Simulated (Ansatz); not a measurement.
System: C4H10O (charge 0, singlet). SMILES: COC(C)C
Geometry: optimised at B3LYP-D3(BJ)/def2-TZVP (Ansatz, an electronic-structure program).

Property: enthalpy of formation at 298 K, in kcal/mol. Set-up: no dispersion term unless named; non-relativistic; LANL2DZ all-electron up to Ne; frozen cores in correlated levels; 6-311+G** with 5d; open shells spin-unrestricted; no spin-orbit coupling; 6-31G* and kin with 6d, 5d where marked. CBS(X,Y): correlation extrapolated as X^-3; Hartree-Fock from the larger set. First-principles rows: single points at B3LYP-D3(BJ) geometries (Ansatz), with unscaled harmonic terms from B3LYP/6-31G* at its own minima, enthalpies of formation by atomisation with measured atoms.

Measured values: CRC Handbook, as tabulated in the package chemicals; they hold spin-orbit and core effects, anharmonicity and other conformers. For COC(C)C (enthalpy of formation at 298 K) the tabulated value and CCSD(T)/CBS(cc-pVTZ,cc-pVQZ) (Ansatz) part by 3.2 kcal/mol: another conformer or state, missing terms or a fault of the table's entry are possible. 

Value to compare with, the measured value: -60.2 kcal/mol.

```csv
level,program,enthalpy of formation at 298 K (kcal/mol),error
B3LYP/STO-3G,Ansatz,-302.7,-242.5
B3LYP/3-21G,Ansatz,-35.3,24.9
B3LYP/LANL2DZ,Ansatz,-10.3,49.9
B3LYP/6-31G,Ansatz,-20.2,40.0
B3LYP/6-31G*,Ansatz,-54.3,5.9
B3LYP/6-31+G*,Ansatz,-43.5,16.7
B3LYP/6-31G**,Ansatz,-62.9,-2.7
B3LYP/def2-SVP,Ansatz,-58.2,2.0
B3LYP/cc-pVDZ,Ansatz,-32.1,28.1
B3LYP/6-311+G**,Ansatz,-42.4,17.8
B3LYP/def2-TZVPD,Ansatz,-48.2,12.0
"CCSD(T)/CBS(cc-pVTZ,cc-pVQZ)",Ansatz,-57.0,3.2
```

Among the 10 habitual levels, B3LYP/STO-3G lies farthest from the measured value (-242.5 kcal/mol); 8 of 10 lie above it, and their mean absolute error is 43.0 kcal/mol, the median 21.4. One case shows no general order.

The sets are all those run for this method; runs whose electronic state is in doubt are left out.
